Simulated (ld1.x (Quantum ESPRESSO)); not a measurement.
# Which change was made? (Ge, PAW)

| Property | Result |
| --- | --- |
| Element | germanium (Ge) |
| Generator | ld1.x (Quantum ESPRESSO) 7.5 |
| Type | PAW |
| Functional | PBEsol |
| Relativity | fully relativistic |
| Frozen core | [Ne] 3s2 |
| Valence charge | 20 |
| Reference configuration | 3p6 3d10 4s1.5 4p2.5 |
| Partial waves | 4s (bound): rcut 1.40, rcutus 1.75 bohr; 4s channel at -0.5 Ry: rcut 1.40, rcutus 1.75 bohr; 3p (bound): rcut 1.05, rcutus 1.35 bohr; 4p (bound): rcut 1.05, rcutus 1.35 bohr; 3d (bound): rcut 0.70, rcutus 0.85 bohr; 3d channel at -0.05 Ry: rcut 0.70, rcutus 0.85 bohr |
| Local potential | all-electron potential smoothed inside 1.40 bohr (lloc = -2) |
| Core correction | Bessel-smoothed model core inside 0.50 bohr |
| Augmentation charge | BESSEL, radius 0.75 bohr |

Open shells are filled in proportion to 2j + 1 (rel_dist='average').

Cutoffs, loose and tight: the cutoffs (Ry, on a coarse ladder) from which the occupation-weighted sum of valence levels, in a spherical-Bessel basis at the reference potential, stays within 10 and 1 mRy of its value at 400 Ry. They do not see the model core or the augmentation charge, which bear on the density cutoff. Test errors are all-electron minus pseudo excitation energies from the reference, over the configurations 3p6 3d10 4s2 4p2; 3p6 3d10 4s2 4p1; 3p6 3d10 4s2 4p0; 3p6 3d10 4s2 4p2.3; 3p5 3d10 4s2 4p2; 3p6 3d10 4s0 4p4; 3p6 3d10 4s1 4p0; variants that change the core or the reference have their own tests. The largest error is taken over the tests solved by every variant that gives reliable tests at all, those not shown here included: 3p6 3d10 4s2 4p0; 3p6 3d10 4s2 4p1; 3p6 3d10 4s2 4p2; 3p6 3d10 4s2 4p2.3.

The base gives: outcome: generated; bound ghosts: not determined; largest test error (meV): +1.7.

After one change the result is: outcome: generated; bound ghosts: not determined; largest test error (meV): +3.0. Which change was it?
A. local potential all-electron potential smoothed inside 1.86 bohr (lloc = -2)
B. local potential all-electron potential smoothed inside 1.58 bohr (lloc = -2)
C. local potential all-electron potential smoothed inside 1.16 bohr (lloc = -2)

A. The others give: local potential all-electron potential smoothed inside 1.58 bohr (lloc = -2) → outcome: generated; bound ghosts: not determined; largest test error (meV): +1.3 | local potential all-electron potential smoothed inside 1.16 bohr (lloc = -2) → outcome: generated; bound ghosts: not determined; largest test error (meV): +3.0.
